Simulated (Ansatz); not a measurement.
BH5NPS, SMILES `NBPS`. Charge 0, multiplicity 1. Geometry: relaxed with PBE0-D4/def2-TZVP. It is one conformer, not always the lowest.

```xyz
9

N     0.548   -1.014    1.295
B     0.765   -0.219    0.185
P    -0.472    1.252   -0.134
S    -1.287    0.383   -1.901
H    -0.192   -0.847    1.958
H     1.098   -1.832    1.499
H     1.671   -0.478   -0.553
H     0.438    2.135   -0.772
H    -2.568    0.622   -1.577
```

Problem. What is the dipole moment at B3LYP/def2-TZVPP? (An estimate is asked.)

Solution. Computed: 2.54 D, with components (0.24, -1.26, 2.19) D in this frame, pointing from negative to positive charge.

Problem. And with PBE, r2SCAN, ωB97M-V? (Estimate.)

Solution. Ansatz gave: PBE 2.57 D, r2SCAN 2.56 D, ωB97M-V 2.59 D.

Problem. Give the Mulliken charges with B3LYP, ωB97M-V, r2SCAN in def2-TZVPP. (An estimate is asked.)

Solution. The calculation gave: 
| atom | B3LYP | ωB97M-V | r2SCAN |
| --- | --- | --- | --- |
| N1 | -0.23 | -0.19 | -0.28 |
| B2 | 0.03 | -0.03 | 0.06 |
| P3 | -0.06 | -0.09 | -0.03 |
| S4 | -0.22 | -0.21 | -0.22 |
| H5 | 0.16 | 0.14 | 0.18 |
| H6 | 0.17 | 0.14 | 0.18 |
| H7 | 0.02 | 0.07 | 0.00 |
| H8 | 0.02 | 0.05 | 0.00 |
| H9 | 0.11 | 0.12 | 0.11 |

B3LYP here is the variant with VWN-RPA as its local correlation; programs differ in this.
